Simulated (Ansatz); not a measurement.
Reaction (ligand exchange at a Ge–C bond): `N=[C](O)[GeH2][OH]` + H₂Te → `[OH][GeH2][TeH]` + `N=CO`

Gas-phase electronic energies from Ansatz, PBE0-D4/def2-TZVP geometries. CCSD(T)/CBS is the MP2 limit (def2-TZVPP, def2-QZVPP) plus CCSD(T) − MP2 in def2-TZVPP, frozen cores. This one scheme is used for every species. DFT in def2-TZVPP. B3LYP here is the variant with VWN-RPA as its local correlation; programs differ in this. Elements past krypton have def2 core potentials. For Ge, Te outer-core shells are correlated without core-valence functions, which leaves a few kJ/mol of doubt a bond. Scalar relativity is left out up to krypton. One conformer a species, not always the lowest.

`N=[C](O)[GeH2][OH]`:

Z-matrix (Å, degrees):
```
Ge
O 1 1.776
C 1 1.981 2 111.2
H 1 1.530 2 104.7 3 -121.3
H 1 1.543 2 111.0 3 116.9
H 2 0.960 1 112.9 3 -51.7
O 3 1.342 1 113.2 2 -51.8
N 3 1.263 1 126.7 2 128.6
H 7 0.971 3 106.8 1 -179.6
H 8 1.015 3 112.1 1 -1.0
```

H₂Te:

Z-matrix (Å, degrees):
```
Te
H 1 1.656
H 1 1.656 2 90.4
```

`[OH][GeH2][TeH]`:

Cartesian coordinates in Å:
```
O -1.612 -0.220 0.706
Ge -0.354 -0.062 -0.543
Te 1.910 -0.893 0.314
H -1.303 0.064 1.570
H -0.845 -0.962 -1.680
H -0.194 1.409 -0.964
H 2.399 0.665 0.597
```

`N=CO`:

Cartesian coordinates in Å:
```
N 0.972 -0.283 -0.224
C -0.137 0.277 -0.027
O -1.192 -0.387 0.455
H 1.655 0.371 -0.591
H -0.393 1.323 -0.206
H -0.905 -1.301 0.593
```

```json
{"level": "r2SCAN-D4", "ΔE (kJ/mol)": "-92.7", "difference from CCSD(T)/CBS": "-1.4"}
{"level": "PBE0-D4", "ΔE (kJ/mol)": "-95.4", "difference from CCSD(T)/CBS": "-4.1"}
{"level": "B3LYP-D4", "ΔE (kJ/mol)": "-91.4", "difference from CCSD(T)/CBS": "-0.1"}
{"level": "ωB97X-V", "ΔE (kJ/mol)": "-87.2", "difference from CCSD(T)/CBS": "4.1"}
{"level": "B2PLYP", "ΔE (kJ/mol)": "-91.2", "difference from CCSD(T)/CBS": "0.1"}
{"level": "PBE", "ΔE (kJ/mol)": "-92.9", "difference from CCSD(T)/CBS": "-1.6"}
{"level": "PBE0", "ΔE (kJ/mol)": "-96.0", "difference from CCSD(T)/CBS": "-4.7"}
{"level": "B3LYP", "ΔE (kJ/mol)": "-92.3", "difference from CCSD(T)/CBS": "-1.0"}
{"level": "MP2/def2-TZVPP", "ΔE (kJ/mol)": "-91.3", "difference from CCSD(T)/CBS": "0.0"}
{"level": "SCS-MP2/def2-TZVPP", "ΔE (kJ/mol)": "-88.3", "difference from CCSD(T)/CBS": "3.0"}
{"level": "CCSD/def2-TZVPP", "ΔE (kJ/mol)": "-85.0", "difference from CCSD(T)/CBS": "6.3"}
{"level": "MP2/def2-QZVPP", "ΔE (kJ/mol)": "-95.7", "difference from CCSD(T)/CBS": "-4.4"}
{"level": "SCS-MP2/def2-QZVPP", "ΔE (kJ/mol)": "-92.3", "difference from CCSD(T)/CBS": "-1.0"}
{"level": "HF/CBS(def2)", "ΔE (kJ/mol)": "-97.9", "difference from CCSD(T)/CBS": "-6.6"}
{"level": "MP2/CBS(def2)", "ΔE (kJ/mol)": "-98.7", "difference from CCSD(T)/CBS": "-7.4"}
{"level": "CCSD/CBS(def2)", "ΔE (kJ/mol)": "-92.5", "difference from CCSD(T)/CBS": "-1.2"}
{"level": "CCSD(T)/CBS", "ΔE (kJ/mol)": "-91.3", "difference from CCSD(T)/CBS": "0"}
```

Largest T1 diagnostic among the species: 0.014.

From PBE to PBE0 (25 % exact exchange), in def2-TZVPP and without D4, ΔE moves by −3.1 kJ/mol. In def2-TZVPP, CCSD(T) changes the Hartree–Fock value by +13.4 kJ/mol (the triples alone add +1.2 kJ/mol) and MP2 by +6.0 kJ/mol.
